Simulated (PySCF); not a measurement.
# ¹⁵N chemical shifts

Theoretical values (PySCF): shielding tensors at PBE0/pcSseg-1 (GIAO), structure optimised with GFN2-xTB. Fast rotation and ring inversion assumed for equivalent nuclei, single conformer, in vacuum, non-relativistic Hamiltonian.

Shieldings were converted by a linear fit to measured shifts: ¹⁵N: δ = -148.07 − 0.921σ (rms 6.3 ppm, 71 shifts vs CH3NO2, solution or neat liquid). A few per cent of atoms miss by over 2 rms, more outside the fitted compound classes.

Task: Give the ¹⁵N shifts of `C#C[Si@@H]1[Si@H](N)S[Si@H]1[SiH3]`, `Cc1nnc(C)c([SiH3])n1`, `[SiH3]N[SiH2]O[SiH2][SiH3]`, `N#CC([SiH3])[SiH3]`, `C=N/C=C1/C(=C)C=C1C#N`, `O[SiH2][SiH2]N[SiH2][SiH3]`.

Result: 
```
                                                            compound                      environment  δ (ppm)
                                  C#C[Si@@H]1[Si@H](N)S[Si@H]1[SiH3]       nitrogen bonded to Si, 2 H   -355.8
          [CH3:1][c:2]1[n:3][n:4][c:5]([CH3:6])[c:7]([SiH3:8])[n:9]1  N4: pyridine-type ring nitrogen     37.9
          [CH3:1][c:2]1[n:3][n:4][c:5]([CH3:6])[c:7]([SiH3:8])[n:9]1  N3: pyridine-type ring nitrogen      0.4
          [CH3:1][c:2]1[n:3][n:4][c:5]([CH3:6])[c:7]([SiH3:8])[n:9]1  N9: pyridine-type ring nitrogen    -68.2
                                          [SiH3]N[SiH2]O[SiH2][SiH3]       nitrogen bonded to 2 Si, H   -382.8
                                                  N#CC([SiH3])[SiH3]                 nitrile nitrogen   -124.4
[CH2:1]=[N:2]/[CH:3]=[C:4]1/[C:5](=[CH2:6])[CH:7]=[C:8]1[C:9]#[N:10]               N2: imine nitrogen    -37.1
[CH2:1]=[N:2]/[CH:3]=[C:4]1/[C:5](=[CH2:6])[CH:7]=[C:8]1[C:9]#[N:10]            N10: nitrile nitrogen    -76.4
                                          O[SiH2][SiH2]N[SiH2][SiH3]       nitrogen bonded to 2 Si, H   -414.3
```

Task: Match the shifts -124.4, -283.0, -366.1, -419.5 ppm to `CNC(=O)/C=C/OC(F)(F)F`, `N[Si@H](O)[SiH]([SiH3])[SiH3]`, `N#CC([SiH3])[SiH3]`, `O[SiH2][SiH2]N([SiH3])[SiH3]`.

Result: -124.4: N#CC([SiH3])[SiH3] (nitrile nitrogen); -283.0: CNC(=O)/C=C/OC(F)(F)F (amide-type nitrogen); -366.1: N[Si@H](O)[SiH]([SiH3])[SiH3] (nitrogen bonded to Si, 2 H); -419.5: O[SiH2][SiH2]N([SiH3])[SiH3] (nitrogen bonded to 3 Si).
